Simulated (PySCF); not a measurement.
**Correlation energy of Fe⁺ (iron, charge +1)**

[Ar] 3d5 4s2, high-spin 6S determinant (an excited configuration). Computed with PySCF 2.14 in aug-cc-pVTZ-DK (8s7p5d3f2g, 93 functions), with scalar relativity by spin-free X2C-1e. Frozen: [Ar]; 7 electrons correlated.

```json
{"level": "CCSD", "correlation energy (mhartree)": "-137.94"}
{"level": "(T)", "correlation energy (mhartree)": "-3.34"}
{"level": "CCSD(T)", "correlation energy (mhartree)": "-141.28"}
```

Diagnostics: T1 = 0.013, D1 = 0.0395, largest double amplitude 0.095.

Cost of the coupled-cluster step: of the order of 23 core-seconds, for 7 correlated electrons.
